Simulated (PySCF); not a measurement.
AgF, SMILES [F][Ag], multiplicity 1. Atoms are numbered in the order given.

```xyz
2

Ag     0.0000     0.0000    -0.3217
F      0.0000     0.0000     1.6798
```

Geometry: B3LYP-D3(BJ)/def2-TZVPD. The spin state was assumed, not searched. The def2 effective core potentials stand for the cores of Ag; spin–orbit coupling is left out.

All values below come from r2SCAN/def2-TZVPD in PySCF.

Mulliken values depend strongly on the basis, most of all with diffuse functions as here. ESP charges are fitted to the potential on shells at 1.4 to 2.0 van der Waals radii. Atomic charges (e):

```csv
atom,ESP fit,Mulliken
Ag1,[?],0.70
F2,[?],-0.70
```

Q: Some entries are withheld; supply them. (An estimate is asked for; the answer gives what the named calculation found.)

A: 
- Ag1, ESP fit: 0.57
- F2, ESP fit: -0.57
